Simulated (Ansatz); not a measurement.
`[Cl][GeH2][SiH2]Br`, charge 0, multiplicity 1.

(1) Give a relaxed structure at PBE0-D4/def2-TZVP (the Gaussian-basis code of Ansatz). (Best estimate.)

## Answers

(1) The calculation gave: 
Z-matrix (Å, degrees):
```
Ge
Si 1 2.383
Cl 1 2.162 2 106.2
H 1 1.538 2 113.3 3 116.6
H 1 1.535 2 113.0 3 -116.7
Br 2 2.218 1 108.3 3 63.9
H 2 1.485 1 110.9 3 -177.3
H 2 1.482 1 110.4 3 -55.0
```
